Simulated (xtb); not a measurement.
Ti(OEt)(H)3 (C2H8OTi), SMILES CC[O][TiH3], multiplicity 1. All values are semi-empirical tight-binding results from xtb (GFN2-xTB unless named), good for trends rather than for accurate numbers. Geometry optimised at GFN2-xTB. The multiplicity is an assumed one; no other spin state was optimised. The structure was generated by enumeration; whether it is a known compound was not checked. One conformer was computed; it need not be the lowest.

Optimised geometry:

```xyz
12

Ti     0.6372     0.1408     1.1724
O     -0.1022     0.5251    -0.2931
C     -0.7606     0.3605    -1.5011
C     -1.0293    -1.1297    -1.7205
H     -1.7109     0.9229    -1.4773
H     -0.1317     0.7613    -2.3158
H     -1.6405    -1.5053    -0.8946
H     -1.5469    -1.2982    -2.6613
H     -0.0755    -1.6652    -1.7270
H      2.2511     0.6398     1.0350
H     -0.2269     0.9767     2.3658
H      0.6184    -1.5136     1.5568
```

A frequency run showed that this geometry is not a minimum.

For metal compounds this method's bond lengths and energies can be far off.

| Item | Value |
|---|---|
| orbital gap | 2.71 eV |

Computed atomic charges and the Wiberg bond orders between heavy atoms:
charges (e) Ti1 0.90, O2 -0.40, C3 0.10, C4 -0.12, H5 0.06, H6 0.06, H7 0.07, H8 0.06, H9 0.07, H10 -0.27, H11 -0.27, H12 -0.27. Bond orders Ti1–O2 1.24, O2–C3 0.98, C3–C4 0.99.
